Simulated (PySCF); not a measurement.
Compound: C3H9BN2O.
Cartesian coordinates in Å at the GFN2-xTB level; atoms count from 1:
```
atom  x, y, z in Å
C1    -2.354    1.055    0.078
N2    -1.777    0.434   -1.092
B3    -0.536   -0.161   -1.284
N4     0.427   -0.237   -0.218
C5     1.681   -0.777   -0.299
C6     2.462   -0.690    1.003
O7     2.139   -1.273   -1.301
H8    -1.643    1.057    0.900
H9    -2.635    2.092   -0.133
H10   -3.251    0.518    0.402
H11   -2.414    0.456   -1.873
H12   -0.263   -0.606   -2.326
H13    0.194    0.138    0.691
H14    1.916   -1.179    1.807
H15    3.427   -1.174    0.878
H16    2.619    0.354    1.268
```

The closed-shell ground state was solved at several levels (PySCF, density fitting, gas phase, non-relativistic).

```tsv
level	basis functions	total energy (Eh)	HOMO (eV)	LUMO (eV)	gap (eV)	dipole (D)
B3LYP/pcJ-1	279	-329.4331	-6.85	0.04	6.89	5.17
PBE0/def2-SVPD	215	-328.8046	-7.26	0.05	7.31	5.14
```

(1) What might PBE0/pcSseg-1 (164 basis functions) give for the same quantities?

(2) Over all these levels, which gives the widest orbital gap and which the narrowest?

(3) How far do the dipole and the HOMO energy spread over the levels?

Answers

(1) Total energy -328.9851 Eh, HOMO -7.14 eV, LUMO 0.27 eV, gap 7.41 eV, dipole 5.19 D.

(2) PBE0/pcSseg-1 (global hybrid, 25 % exact exchange) has the widest, 7.41 eV, and B3LYP/pcJ-1 (global hybrid, 20 % exact exchange) the narrowest, 6.89 eV. Functional and basis both differ between the two, so the spread mixes both effects.

(3) The dipole runs from 5.14 to 5.19 D (mean 5.17 D) and the HOMO from -7.26 to -6.85 eV.

One conformer stands for the species.
